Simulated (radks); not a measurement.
Correlation energies from several functionals, in hartree. Species: Tb4+ [Xe] 4f7; Tc+ [Kr] 4d5 5s1; H 1s1. Calculated with a radial shooting solver on a logarithmic mesh with Libxc functionals: non-relativistic Kohn-Sham, exchange-only PBE, spin-polarised, spherical densities, point nucleus. Every spin shell is full or empty, so the densities are truly spherical. Functionals are evaluated on that one density, not self-consistently.

| functional | Tb4+ | Tc+ | H |
|---|---|---|---|
| PW92 | -6.2266 | -3.8786 | -0.021905 |
| VWN5 | -6.2533 | -3.8966 | -0.021864 |
| Chachiyo | -6.1448 | -3.8215 | -0.021933 |
| PBE | -3.5440 | -2.1150 | -0.0056346 |
| PBEsol | -3.9900 | -2.4059 | -0.0075831 |
| LYP | -3.2434 | -2.0299 | 0 |
| PW91 | -3.8240 | -2.2929 | -0.0062502 |
| AM05 | -5.8380 | -3.6039 | -0.019126 |
| OP (B88) | -3.1725 | -1.9606 | 0 |
| SCAN | -3.5675 | -2.1166 | 0 |
| r2SCAN | -3.5849 | -2.1335 | 0 |
